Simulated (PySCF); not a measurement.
C3H5FOSi, SMILES C#C[Si@H](O)CF.

Geometry: PBE-D3(BJ)/def2-SVP. The structure was generated by enumeration; whether it is a known compound was not checked. One conformer was computed; it need not be the lowest.

All values below come from PBE-D3(BJ)/def2-SVP (PySCF).

Frequencies are harmonic and unscaled.

Computed normal modes with their intensities:
```
mode  ν (cm⁻¹)  IR (km/mol)  Raman (Å⁴/amu)  depolarisation   moving atoms (share of kinetic energy)
----  --------  -----------  --------------  --------------  ---------------------------------------
1           57          5.6             2.3            0.74                   F 47 %, C 30 %, H 13 %
2          116          0.4             4.0            0.74           C 41 %, H 33 %, O 12 %, F 12 %
3          141         25.4             4.7            0.73          H 38 %, C 25 %, O 22 %, Si 10 %
4          158          1.2             5.1            0.74  C 35 %, Si 21 %, H 17 %, O 16 %, F 11 %
5          187         70.9             2.2            0.74                   H 63 %, C 20 %, O 12 %
6          295         12.5             2.5            0.62           F 31 %, C 30 %, O 21 %, H 14 %
7          323         24.1             2.5            0.74                  C 57 %, H 24 %, Si 13 %
8          377         40.6             3.5            0.48           C 47 %, O 22 %, Si 17 %, H 8 %
9          587         41.1             4.5            0.05                  C 59 %, Si 25 %, H 14 %
10         687          9.2             3.3            0.74                           H 64 %, C 28 %
11         692         31.8             4.3            0.48                           H 66 %, C 27 %
12         698         83.3             5.3            0.12                  H 55 %, Si 22 %, C 21 %
13         712         34.6             1.1            0.66                           H 76 %, C 24 %
14         793        143.7             6.9            0.20           H 49 %, O 28 %, Si 13 %, C 9 %
15         800         24.0            11.6            0.73                           H 80 %, O 12 %
16         856        252.5             8.0            0.47                  H 64 %, Si 19 %, C 11 %
17         899         81.6             5.4            0.63                  H 42 %, Si 34 %, O 23 %
18        1041         61.8             7.0            0.57                           C 51 %, F 41 %
19        1189          5.6             9.7            0.75                                   H 91 %
20        1259          0.8             4.9            0.08                           H 73 %, C 25 %
21        1402          4.0            15.1            0.73                                   H 93 %
22        2082         37.4           168.9            0.24                            C 90 %, H 9 %
23        2175        121.3           154.0            0.20                                   H 97 %
24        2949         19.3           154.4            0.10                                   H 95 %
25        3010         15.7           106.7            0.75                           H 90 %, C 10 %
26        3388         48.1            49.1            0.26                           H 86 %, C 14 %
27        3767         80.6           114.2            0.27                                   H 94 %
```
